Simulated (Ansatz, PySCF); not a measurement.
# From computed data to an observable: transport gap, exciton binding and injection barriers

C9H6N4, SMILES C1=CC2=NC=CC3=NC=NC(=C1)N23.

Geometry optimised at B3LYP-D3(BJ)/def2-SVP.

Gas-phase, vertical values: ionisation energy 7.37 eV and electron affinity 0.91 eV from ΔSCF with PBE/def2-SVPD (Ansatz, a first-principles code); S1 1.93 eV and T1 1.70 eV from TDA-PBE/def2-SVP (PySCF). Assume, for the exercise, a film of permittivity 4.0, a cavity radius of 5.0 Å and electrodes of work function 5.0 eV (anode) and 3.6 eV (cathode), with aligned vacuum levels.

Question: Work out the fundamental gap and exciton binding energy in the gas phase, the levels in the film by Born's model, the injection barriers and the thermal weight of S1 against T1 at 298 K.

Answer: 
Fundamental gap IE − EA = 6.46 eV; exciton binding = gap − S1 = 4.53 eV.
Born polarisation P = (14.3996 eV Å / 2r)(1 − 1/ε) = 1.08 eV. Film: IE = 6.29 eV, EA = 1.99 eV, transport gap 4.30 eV; with S1 unchanged the binding falls to 2.37 eV.
Hole barrier IE − Φ(anode) = 1.29 eV; electron barrier Φ(cathode) − EA = 1.61 eV (a negative value means no barrier, and the level would pin).
ΔE(ST) = S1 − T1 = 0.23 eV, and the triplet has three sublevels, so the ratio S1/T1 is (1/3) exp(−ΔE/kT) = 4.3e-5 with kT = 0.02569 eV: small enough a gap for thermal return to the singlet. All inputs carry the errors of their functional, and relaxed states would shift them.
